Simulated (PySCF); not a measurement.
Au2, multiplicity 1. Atoms are numbered in the order given.

```xyz
2

Au     0.0000     0.0000    -1.2773
Au     0.0000     0.0000     1.2773
```

Coordinates come from a B3LYP-D3(BJ)/def2-TZVPD optimisation. The multiplicity is an assumed one; other spin states were not compared. The def2 effective core potentials stand for the cores of Au; spin–orbit coupling is left out.

Method: PySCF with HF/def2-TZVPD.

The molecule is in vacuum.

```json
{
  "total_energy": "-269.60730 hartree",
  "point_group": "D∞h",
  "highest_occupied_level": "-7.86 eV",
  "lowest_empty_level": "-0.28 eV",
  "orbital_gap": "7.58 eV",
  "dipole_moment": "0.000 e·Å",
  "quadrupole, principal values (traceless, Buckingham form, about the centre of nuclear charge)": "-5.19, -5.19, 10.37 D·Å",
  "mean_static_polarisability": "84.0 bohr³ (12.44 Å³)",
  "polarisability_principal_values": "65.0, 65.0, 121.9 bohr³"
}
```
